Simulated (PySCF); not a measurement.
Telling isomers of C7H9FO apart by NMR

How the numbers were obtained: geometry: PBE0-D3(BJ)/def2-SVP, shielding tensors at PBE0/pcSseg-1 (GIAO), in PySCF (fast rotation and ring inversion assumed for equivalent nuclei, isolated molecule, non-relativistic Hamiltonian, one conformer).

δ = σ(ref) − σ, references computed at the same level: TMS for ¹H (31.27 ppm) and ¹³C (184.41 ppm). Splittings of carbon signals by F and P are missing where no couplings were computed. Where no couplings were computed, multiplicities follow the n + 1 count of equivalent neighbours, and m marks all less simple cases (inequivalent or close neighbours, rings, F or P nearby). Shifts are as computed. Against solution values, carbons near 30 ppm lie about +2 ppm off and those near 130 ppm about +5 ppm. Of 1211 compounds with measured shifts, 218 miss one by over three times the rms of a fit or turn the order of signals round; such compounds aren't used in these exercises.

(1) Tabulate the signals of `C#C[C@@H]1CC[C@]1(F)OC`, `C=C1C(=C)[C@H](F)[C@@H]1OC`, `C=C1C(=C)[C@@H](OC)[C@@H]1F` and their relative energies.

(2) What is the quickest way to tell C#C[C@@H]1CC[C@]1(F)OC from C=C1C(=C)[C@@H](OC)[C@@H]1F?

(3) What is the quickest way to tell C=C1C(=C)[C@H](F)[C@@H]1OC from C=C1C(=C)[C@@H](OC)[C@@H]1F?

(4) What is the quickest way to tell C#C[C@@H]1CC[C@]1(F)OC from C=C1C(=C)[C@H](F)[C@@H]1OC?

Results:

(1) 
| SMILES | carbon types | δC | δH | E rel. (kcal/mol) |
| --- | --- | --- | --- | --- |
| C#C[C@@H]1CC[C@]1(F)OC | 2×C 2×CH 2×CH2 1×CH3 | 114.4, 86.1, 80.4, 50.0, 37.5, 35.9, 21.4 | 3.46 (s, 3H), 3.09 (m, 1H), 2.53 (m, 1H), 2.27 (d, 1H), 2.26 (m, 1H), 2.05 (m, 1H), 1.62 (m, 1H) | 5.8 |
| C=C1C(=C)[C@H](F)[C@@H]1OC | 2×C 2×CH 2×CH2 1×CH3 | 155.4, 153.9, 119.3, 119.2, 91.1, 80.1, 58.3 | 5.96 (m, 1H), 5.93 (br s, 1H), 5.73 (m, 1H), 5.64 (br s, 1H), 5.03 (m, 1H), 3.84 (m, 1H), 3.40 (s, 3H) | 4.3 |
| C=C1C(=C)[C@@H](OC)[C@@H]1F | 2×C 2×CH 2×CH2 1×CH3 | 151.0, 148.3, 116.8, 116.0, 94.3, 84.5, 57.2 | 5.83 (m, 1H), 5.80 (br s, 1H), 5.65 (m, 1H), 5.61 (br s, 1H), 4.85 (m, 1H), 3.87 (m, 1H), 3.41 (s, 3H) | 0.0 |

Energies are electronic energies at PBE0/pcSseg-1 on these geometries, without zero-point or thermal terms, each for the one conformer computed, which needn't be the lowest.

(2) Both give the same number of carbon signals, with the same numbers of each carbon type, so the positions decide. The first has an alkyne carbon (C) at 86.1 ppm, the second a terminal =CH2 carbon at 116.8 ppm. Their most deshielded carbons lie at 114.4 and 151.0 ppm. In the proton spectra the most deshielded non-exchanging signals are 3.46 (s, 3H) and 5.83 (m, 1H).

(3) Both give the same number of carbon signals, with the same numbers of each carbon type, so the positions decide. The first has a fully substituted alkene carbon (C) at 155.4 ppm, the second a fully substituted alkene carbon (C) at 148.3 ppm. Their most deshielded carbons lie at 155.4 and 151.0 ppm.

(4) Both give the same number of carbon signals, with the same numbers of each carbon type, so the positions decide. The first has an alkyne carbon (C) at 86.1 ppm, the second a terminal =CH2 carbon at 119.3 ppm. Their most deshielded carbons lie at 114.4 and 155.4 ppm. In the proton spectra the most deshielded non-exchanging signals are 3.46 (s, 3H) and 5.96 (m, 1H).
